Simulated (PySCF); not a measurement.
C6H10, SMILES C=CCC1CC1.

Geometry optimised at B3LYP-D3(BJ)/def2-SVP. One conformer was computed; it need not be the lowest.

Computed with B3LYP-D3(BJ)/def2-SVP in PySCF.

Frequencies are harmonic and unscaled.

Computed vibrational spectrum:
```tsv
mode	ν (cm⁻¹)	IR (km/mol)	moving atoms (share of kinetic energy)
1	65	0.0	C 63 %, H 37 %
2	108	0.1	C 62 %, H 38 %
3	248	0.1	C 61 %, H 39 %
4	337	0.3	C 58 %, H 42 %
5	414	0.9	C 53 %, H 47 %
6	453	1.7	C 51 %, H 49 %
7	665	7.0	H 57 %, C 43 %
8	777	1.6	H 56 %, C 44 %
9	790	2.8	H 72 %, C 28 %
10	805	2.5	H 88 %, C 12 %
11	871	8.0	C 63 %, H 37 %
12	927	4.8	H 51 %, C 49 %
13	945	36.6	H 73 %, C 27 %
14	966	4.8	H 56 %, C 44 %
15	1002	13.6	C 50 %, H 50 %
16	1038	12.9	H 88 %, C 12 %
17	1053	2.1	H 60 %, C 40 %
18	1073	1.0	H 69 %, C 31 %
19	1102	3.2	H 68 %, C 32 %
20	1125	1.2	H 89 %, C 11 %
21	1152	3.0	H 54 %, C 46 %
22	1182	0.9	H 70 %, C 30 %
23	1235	1.0	H 57 %, C 43 %
24	1259	1.5	H 80 %, C 20 %
25	1305	1.3	H 78 %, C 22 %
26	1338	1.2	H 56 %, C 44 %
27	1388	2.3	H 69 %, C 31 %
28	1431	2.0	H 85 %, C 15 %
29	1437	2.8	H 92 %, C 8 %
30	1461	6.4	H 87 %, C 13 %
31	1500	6.3	H 59 %, C 41 %
32	1721	6.8	C 87 %, H 13 %
33	3010	34.7	H 94 %
34	3059	18.7	H 91 %, C 9 %
35	3119	12.3	H 95 %
36	3124	5.6	H 95 %
37	3127	16.8	H 95 %
38	3133	18.6	H 92 %, C 8 %
39	3141	8.8	H 92 %, C 8 %
40	3208	0.4	H 89 %, C 11 %
41	3217	14.7	H 89 %, C 11 %
42	3225	12.3	H 89 %, C 11 %
```
